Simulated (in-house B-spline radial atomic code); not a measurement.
Relativistic effects in neutral copper, [Ar] 3d10 4s1: non-relativistic Hartree-Fock (point nucleus) against Dirac-Hartree-Fock (Fermi nucleus of rms radius 3.8823 fm), both averages of the configuration, computed with a B-spline radial code for spherical atoms.

| orbital | ε NR (Eh) | ε Dirac (Eh) | <r> NR (bohr) | <r> Dirac (bohr) | change of <r> (%) |
| --- | --- | --- | --- | --- | --- |
| 1s1/2 | -328.79 | -332.65 | 0.05288 | 0.0521 | -1.5 |
| 2s1/2 | -40.819 | ? | 0.2375 | ? | ? |
| 2p1/2 | -35.618 | -36.32 | 0.2075 | 0.2039 | -1.7 |
| 2p3/2 | -35.618 | -35.556 | 0.2075 | 0.2072 | -0.2 |
| 3s1/2 | -5.012 | -5.1565 | 0.7228 | 0.7128 | -1.4 |
| 3p1/2 | -3.3248 | -3.4311 | 0.7575 | 0.7461 | -1.5 |
| 3p3/2 | -3.3248 | -3.3288 | 0.7575 | 0.7562 | -0.2 |
| 3d3/2 | -0.49123 | -0.48788 | 0.9912 | 0.9909 | 0.0 |
| 3d5/2 | -0.49123 | ? | 0.9912 | ? | ? |
| 4s1/2 | -0.23849 | -0.24477 | 3.331 | 3.262 | -2.1 |

**Question.** What happens to 3d5/2?

**Answer.** Its energy goes to -0.4743 hartree and <r> to 1.002 bohr (+1.10 %).

**Question.** What happens to 2s1/2?

**Answer.** Its energy goes to -41.672 hartree and <r> to 0.2339 bohr (-1.55 %).

**Question.** What explains the pattern of contraction and expansion?

**Answer.** Expansion is seen in 3d5/2. The s and p1/2 orbitals contract directly, screen the nucleus better, and so push out orbitals that have little density near the nucleus; spin-orbit coupling adds to this for j = l + 1/2 and opposes it for j = l - 1/2.

**Question.** By how much does the total energy change?

**Answer.** By -14.491 hartree, from -1638.964 to -1653.455.
